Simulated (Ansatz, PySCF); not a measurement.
C2H6Mg, charge +1, doublet, geometry from GFN2-xTB (such geometries of metal compounds can be far from the true shape) (a state made from the parent by changing its charge; the spin is typed, not shown lowest). Base run: CASSCF(5,6)/STO-3G run with PySCF.

Here is a job for PySCF.
```python
from pyscf import gto, scf, mcscf
import numpy

mol = gto.M(
    atom='''
Mg    0.00173273   -0.01599752   -0.00081195
C     1.67537566    0.26091808   -1.37881937
H     2.35491386   -0.57211563   -1.19950044
H     2.11523884    1.22510622   -1.12442931
H     1.24561982    0.24538497   -2.38030179
C    -1.67739868   -0.24224052    1.37976734
H    -2.16525080   -1.17895584    1.11062551
H    -2.31576548    0.62626361    1.21839485
H    -1.24341096   -0.26577837    2.37926673
''',
    basis='sto-3g',
    charge=1,
    spin=1,
    verbose=4,
)

mf = scf.ROHF(mol)
mf.kernel()
mc = mcscf.CASSCF(mf, 6, 5)
mc.fix_spin_(ss=0.75)
mc.kernel()
occ = numpy.linalg.eigvalsh(mc.fcisolver.make_rdm1(mc.ci, mc.ncas, mc.nelecas))[::-1]
ss = mc.fcisolver.spin_square(mc.ci, mc.ncas, mc.nelecas)[0]
print('natural occupations', occ.round(4), ' <S^2>', round(ss, 4))
```

Programs used: Ansatz (a first-principles code), PySCF; a row that names a program was run with it.

Each row names what was changed in the base input (with any setting that the change needs).

```json
[
 {"change": "base", "ΔE vs base (mEh)": "0.000", "natural occupations": "1.98 1.89 1.00 0.11 0.02 0.01", "<S^2> of the state": "0.75"},
 {"change": "conv_tol = 1e-5", "ΔE vs base (mEh)": "0.000", "natural occupations": "1.98 1.89 1.00 0.11 0.02 0.01", "<S^2> of the state": "0.75"},
 {"change": "code = ansatz; correction = SC-NEVPT2, all electrons", "ΔE vs base (mEh)": "-103.5", "natural occupations": "-", "<S^2> of the state": "-"},
 {"change": "active space = 3 electrons, 5 orbitals", "ΔE vs base (mEh)": "18.577", "natural occupations": "1.89 1.00 0.11 0.01 0.00", "<S^2> of the state": "0.75"},
 {"change": "correction = SC-NEVPT2", "ΔE vs base (mEh)": "-103.5", "natural occupations": "1.98 1.89 1.00 0.11 0.02 0.01", "<S^2> of the state": "0.75"},
 {"change": "active space = 5 electrons, 7 orbitals", "ΔE vs base (mEh)": "-1.007", "natural occupations": "1.98 1.89 1.00 0.10 0.02 0.01 0.00", "<S^2> of the state": "0.75"},
 {"change": "code = ansatz", "ΔE vs base (mEh)": "0.004", "natural occupations": "-", "<S^2> of the state": "-"},
 {"change": "orbitals = fixed (CASCI); correction = SC-NEVPT2", "ΔE vs base (mEh)": "-97.829", "natural occupations": "2.00 1.90 1.00 0.09 0.00 0.00", "<S^2> of the state": "0.75"},
 {"change": "state_average = 2 states", "ΔE vs base (mEh)": "15.690", "natural occupations": "-", "<S^2> of the state": "-"},
 {"change": "solver = newton", "ΔE vs base (mEh)": "13.641", "natural occupations": "2.00 1.89 1.00 0.11 0.01 0.00", "<S^2> of the state": "0.75"},
 {"change": "orbitals = fixed (CASCI)", "ΔE vs base (mEh)": "27.737", "natural occupations": "2.00 1.90 1.00 0.09 0.00 0.00", "<S^2> of the state": "0.75"}
]
```

Active orbitals are taken around the Fermi level unless the row says otherwise; CASSCF can end in different local minima, and two programs can end on different orbitals. State-averaged rows give the lowest state.

Open shells are given as the SCF converged; they aren't shown to be the lowest states, and a large step between rows can be another state.
